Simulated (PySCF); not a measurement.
Geometry:
```
atom   x (Å)   y (Å)   z (Å)
 Al1  -0.001   0.013  -1.029
  N2   0.002  -0.012   0.974
  H3  -0.949   0.033   1.345
  H4   0.519   0.781   1.357
  H5   0.433  -0.865   1.337
  F6   1.637  -0.015  -1.340
  F7  -0.791   1.455  -1.305
  F8  -0.850  -1.389  -1.339
```

Relativity neglected, single conformer, averaged over atoms made equivalent by symmetry, fast rotation or ring inversion, isolated molecule. NMR shieldings at B3LYP/pcSseg-1 (pcSseg-2 on Al)/GIAO; PBE0-D3(BJ)/def2-SVP geometry; PySCF 2.14.0 with density-fitted response routines.

Scale: TMS for ¹H; [Al(H2O)6]3+ for ²⁷Al; ¹⁵N against NH3; ¹⁹F vs CFCl3 (reference shieldings calculated alike).

```json
{"atoms": "N2", "nucleus": "¹⁵N", "count": "1", "δ (ppm)": "?"}
{"atoms": "Al1", "nucleus": "²⁷Al", "count": "1", "δ (ppm)": "67.6"}
{"atoms": "F6/F7/F8", "nucleus": "¹⁹F", "count": "3", "δ (ppm)": "-194.5"}
{"atoms": "H3/H4/H5", "nucleus": "¹H", "count": "3", "δ (ppm)": "?"}
```

Q: Complete the table.

A: 
- H3/H4/H5: 1.94 ppm, hydrogen on a nitrogen bonded to Al
- N2: 29.7 ppm, nitrogen bonded to Al, 3 H

OH/NH shifts are gas-phase values; hydrogen bonding in solution moves them, usually downfield. Unscaled 19F shifts against computed CFCl3 carry errors that often reach 10 to 50 ppm. Experimental scales use liquid or dissolved standards, which lie at an offset from isolated NH3 (liquid NH3: subtract about 20 ppm).
